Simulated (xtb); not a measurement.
AlN, charge +1, quartet, geometry from GFN2-xTB of the parent state (such geometries of metal compounds can be far from the true shape) (a state made from the parent by changing its charge; the spin is typed, not shown lowest); GFN1-xTB in xtb.

Here is a job for xtb.
```
$ xtb mol.xyz --gfn 1 --chrg 1 --uhf 3 --json

# file mol.xyz
2

Al    -0.00000000    -0.00000000    -0.59733836
N      0.00000000     0.00000000     1.10934267
```

Q: What does xtb print? Leave out banner, timings and long lists.

A: 
```
   ID    Z sym.   atoms
    1   13 Al     1
    2    7 N      2

           -------------------------------------------------
          |                Calculation Setup                |
           -------------------------------------------------

           -------------------------------------------------
          |                 G F N 1 - x T B                 |
           -------------------------------------------------

          ...................................................
          :                      SETUP                      :
          :.................................................:
          :  # basis functions                  14          :
          :  # atomic orbitals                  13          :
          :  # shells                            5          :
          :  # electrons                         7          :
          :  # halogen bonds                     0          :
          :  max. iterations                   250          :
          :  Hamiltonian                  GFN1-xTB          :
          :  restarted?                      false          :
          :  GBSA solvation                  false          :
          :  PC potential                    false          :
          :  electronic temp.          300.0000000     K    :
          :  accuracy                    1.0000000          :
          :  -> integral cutoff          0.2500000E+02      :
          :  -> integral neglect         0.1000000E-07      :
          :  -> SCF convergence          0.1000000E-05 Eh   :
          :  -> wf. convergence          0.2000000E-04 e    :
          :  Broyden damping             0.4000000          :
          :  net charge                          1          :
          :  unpaired electrons                  3          :
          ...................................................

 iter      E             dE          RMSdq      gap      omega  full diag
   1     -3.6860416 -0.368604E+01  0.544E+00    5.75       0.0  T
   2     -3.7418422 -0.558006E-01  0.413E+00    8.03       1.0  T
   3     -3.7728188 -0.309765E-01  0.165E+00    7.50       1.0  T
   4     -3.7728550 -0.362347E-04  0.413E-02    7.47       1.7  T
   5     -3.7728553 -0.273410E-06  0.294E-03    7.48      24.0  T
   6     -3.7728553 -0.354257E-08  0.104E-03    7.48      68.0  T
   7     -3.7728553 -0.882294E-10  0.221E-05    7.48    3201.5  T
   8     -3.7728553 -0.831335E-12  0.514E-06    7.48   13761.9  T

[...]
         :: total energy              -3.755125964398 Eh    ::
[...]
           -------------------------------------------------

    * Orbital Energies and Occupations

         #    Occupation            Energy/Eh            Energy/eV
      -------------------------------------------------------------
         1        2.0000           -1.0212354             -27.7892
         2        2.0000           -0.7993650             -21.7518
         3        1.0000           -0.7467119             -20.3191
         4        1.0000           -0.7467119             -20.3191
         5        1.0000           -0.6966967             -18.9581 (HOMO)
         6                         -0.4219836             -11.4828 (LUMO)
         7                         -0.4219836             -11.4828
         8                         -0.3758164             -10.2265
         9                         -0.3758164             -10.2265
        10                         -0.3564541              -9.6996
        11                         -0.3126606              -8.5079
        12                         -0.3126606              -8.5079
        13                          0.3794485              10.3253
      -------------------------------------------------------------
                  HL-Gap            0.2747130 Eh            7.4753 eV
             Fermi-level           -0.6663476 Eh          -18.1322 eV

  Mulliken/CM5 charges         n(s)   n(p)   n(d)
     1Al    0.85443  0.91760   1.575  0.440  0.131
     2N     0.14557  0.08240   1.749  3.105  0.000

Wiberg/Mayer (AO) data.
largest (>0.10) Wiberg bond orders for each atom

 ---------------------------------------------------------------------------
     #   Z sym  total        # sym  WBO       # sym  WBO       # sym  WBO
 ---------------------------------------------------------------------------
     1  13 Al   1.368 --     2 N    1.368
     2   7 N    1.368 --     1 Al   1.368
 ---------------------------------------------------------------------------

Topologies differ in total number of bonds
Writing topology from bond orders to xtbtopo.mol

 dipole moment from electron density (au)
     X       Y       Z
   0.0000   0.0000  -1.0220  total (Debye):    2.598

           -------------------------------------------------
          | TOTAL ENERGY               -3.755125964398 Eh   |
          | GRADIENT NORM               0.090358962341 Eh/α |
          | HOMO-LUMO GAP               7.475322496299 eV   |
           -------------------------------------------------

normal termination of xtb
```
